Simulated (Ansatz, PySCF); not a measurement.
C2H7ClOSi2, SMILES O[SiH2]/C(=C/[SiH3])Cl. Atoms are numbered in the order given.

```xyz
13

O     -2.7046     1.0907     0.3456
Si    -2.0375    -0.3624    -0.1072
C     -0.1574    -0.2403    -0.0955
Cl     0.4314     0.3605     1.4738
C      0.7241    -0.5352    -1.0654
Si     2.5942    -0.3879    -0.9283
H     -2.3571     1.4715     1.1622
H     -2.4165    -1.4685     0.8228
H     -2.4933    -0.6472    -1.4917
H      0.2777    -0.8868    -2.0071
H      3.1950    -0.8367    -2.2183
H      2.9897     1.0276    -0.6679
H      3.1071    -1.2466     0.1795
```
Charge 0, spin multiplicity 1.

Geometry: r2SCAN-D4/def2-SVP. The structure was generated by enumeration; whether it is a known compound was not checked. Other conformers were not sampled.

Two levels are set side by side: PBE-D3(BJ)/def2-SVP (Ansatz, a first-principles code) and r2SCAN-D4/def2-SVP (Ansatz). Each level has its own optimised geometry; the coordinates shown are those of the second. Frequencies come from the Hessian of PySCF at each geometry. Differences are taken from unrounded values.

| quantity | r2SCAN-D4 |
|---|---|
| mean bond length (Å) | 1.506 |
| bond O1–Si2 (Å) | 1.662 |
| bond Si2–C3 (Å) | 1.884 |
| bond C3–Cl4 (Å) | 1.781 |
| bond C3–C5 (Å) | 1.343 |
| bond C5–Si6 (Å) | 1.881 |
| bond O1–H7 (Å) | 0.966 |
| bond Si2–H8 (Å) | 1.494 |
| bond Si2–H9 (Å) | 1.485 |
| bond C5–H10 (Å) | 1.100 |
| bond Si6–H11 (Å) | 1.492 |
| bond Si6–H12 (Å) | 1.493 |
| bond Si6–H13 (Å) | 1.493 |
| highest harmonic wavenumber (cm⁻¹) | 3864 |
| mean harmonic wavenumber (cm⁻¹) | 1054 |
| zero-point energy (kcal/mol) | 49.74 |

What does PBE-D3(BJ) give, and how far is it from r2SCAN-D4? (An estimate is asked for; the answer gives what the named calculation found.)


```csv
quantity,PBE-D3(BJ),PBE-D3(BJ) minus r2SCAN-D4
mean bond length (Å),1.515,0.009
bond O1–Si2 (Å),1.678,0.016
bond Si2–C3 (Å),1.892,0.008
bond C3–Cl4 (Å),1.781,0.000
bond C3–C5 (Å),1.350,0.006
bond C5–Si6 (Å),1.888,0.007
bond O1–H7 (Å),0.975,0.009
bond Si2–H8 (Å),1.506,0.012
bond Si2–H9 (Å),1.497,0.012
bond C5–H10 (Å),1.106,0.006
bond Si6–H11 (Å),1.503,0.011
bond Si6–H12 (Å),1.504,0.011
bond Si6–H13 (Å),1.504,0.011
highest harmonic wavenumber (cm⁻¹),3738,-126
mean harmonic wavenumber (cm⁻¹),1025,-29
zero-point energy (kcal/mol),48.36,-1.38
```
